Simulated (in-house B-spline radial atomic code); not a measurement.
Values are calculated unless marked as measured or tabulated.
Building a PAW d channel for V, r_c = 1.93 bohr

V, [Ar] 3d3 4s2, non-relativistic PBE, spherical and spin-unpolarised, from an all-electron radial atomic-structure program (B-spline basis) (atomic units; all potentials screened as in the neutral atom).

Two all-electron partial waves φ1, φ2 are integrated outwards at E1 = ε(3d) = -0.196467 and E2 = E1 + 1 hartree; φ1 is the bound orbital and φ2 has unit norm inside r_c = 1.9308 bohr. Smooth partners are polynomials, r^3(a0 + a1 r² + a2 r⁴ + a3 r⁶), matched to φ and three derivatives at r_c, with no condition on the norm. The local potential is -6.48529 + (4.1996) r² + (-1.1485) r⁴ + (0.116093) r⁶ inside 1.5808 bohr and the all-electron one outside.

| wave | φ(r_c) | φ'(r_c) | a0 | a1 | a2 | a3 |
| --- | --- | --- | --- | --- | --- | --- |
| 1 | 0.5141927 | -0.3102945 | 0.7109157 | -0.376577 | 0.07469361 | -0.005282423 |
| 2 | 0.8719578 | 1.705654 | -0.6104391 | 0.4913724 | -0.1090823 | 0.008024449 |

Inside r_c the overlaps are <φi φj> = [[0.78449, -0.57380], [-0.57380, 1.00000]] and, for the smooth waves, [[0.32138, 0.06819], [0.06819, 0.14795]]. With χj = (Ej − T − V_local) applied to smooth wave j, the program's quadrature gives the matrix B_ij = <smooth i, χj> as [[-0.28577, 0.60797], [-0.03401, -0.00019]].

Q: Check the match of the first wave, and find the augmentation charges q_ij.

A: At r_c the four terms are 5.11717, -10.10509, 7.47213, -1.97001, which sum to 0.5142, φ1(r_c) to rounding. q_ij is the all-electron overlap less the smooth one: [[0.46311, -0.64199], [-0.64199, 0.85205]]. The smooth first wave has a norm of 0.3214 inside r_c against 0.7845, and q11 > 0 puts back the missing charge.

Q: B isn't symmetric. Show that D_ij = B_ij + Ej q_ij is.

A: Integrating by parts gives B12 − B21 = (E1 − E2) q12: 0.60797 − (-0.03401) = 0.64199, and −1 × (-0.64199) = 0.64199. So D12 = 0.60797 + (0.803533)(-0.64199) = 0.09212 and D21 = -0.03401 + (-0.196467)(-0.64199) = 0.09212; D11 = -0.37675, D22 = 0.68446. The projectors, p = (B⁻¹)ᵀ χ, are dual to the smooth waves; det B = 0.021.

Solving (T + V_local + Σ p D p) ψ = E (1 + Σ p q p) ψ in a sphere of 9 bohr, whose wall lifts the free-atom level a little, gives these levels:

```csv
all-electron,one projector,two projectors
-0.196445,-0.196444,-0.196444
0.104439,0.108067,0.104459
0.371503,0.391497,0.371551
0.786036,0.846066,0.786036
1.331680,1.465010,1.332270
```

Q: What does the second projector gain?

A: With one projector the errors are 0.00, +3.63, +19.99, +60.03, +133.33 millihartree. With two the errors are 0.00, +0.02, +0.05, 0.00, +0.59 millihartree. The scattering is exact at E1 and at E2 = 0.804, and over all levels compared the largest error is 0.59 millihartree. The lowest eigenvalue of the overlap operator is 1 with one and 0.9255 with two projectors. The smooth orbital alone needs a cutoff of 15.5 hartree for 1 millihartree of kinetic energy, against 30.4 for a norm-conserving Troullier-Martins orbital of the same radius; part of the gain comes from giving up the norm, part from the simpler form.
